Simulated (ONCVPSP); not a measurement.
## Configuration tests for Al (ONCV)

ONCVPSP 4.0.1 input, shortened (lines: element, Z, core and valence counts, functional; n l f; lmax; l rc ep ncon nbas qcut; lloc lpopt rc5 dvloc0; l nproj debl; icmod fcfact rcfact), PBE, scalar-relativistic:

```
  Al 13.00    3    2        4      upf
    1    0    2.00
    2    0    2.00
    2    1    6.00
    3    0    2.00
    3    1    1.00
    1
    0    1.95    0.00    4    7    4.00
    1    1.90    0.00    4    7    3.80
    4    5    1.70    1.00
    0    2    0.40
    1    2    3.80
    3    2.75    1.65
```

Energies are relative to the spin-unpolarised reference configuration 3s2 3p1; without spin polarisation the order of configurations can differ from experiment.

| valence configuration | charge | ΔE all-electron (eV) | error AE − PS (meV) |
| --- | --- | --- | --- |
| 3s2 3p0 | +1 | 5.761 | -3.5 |
| 3s1 3p0 | +2 | 24.987 | -60 |
| 3s1 3p1 | +1 | 11.571 | -10 |

What are ΔE and the potential's error for 3s2 3p0.5?

ΔE = 2.086 eV all-electron; the error (AE − PS) is -0.2 meV.

Levels in the configuration 3s1 3p1:

```
level  all-electron (eV)  pseudo (eV)
   3s            -15.611      -15.636
   3p             -9.749       -9.762
```
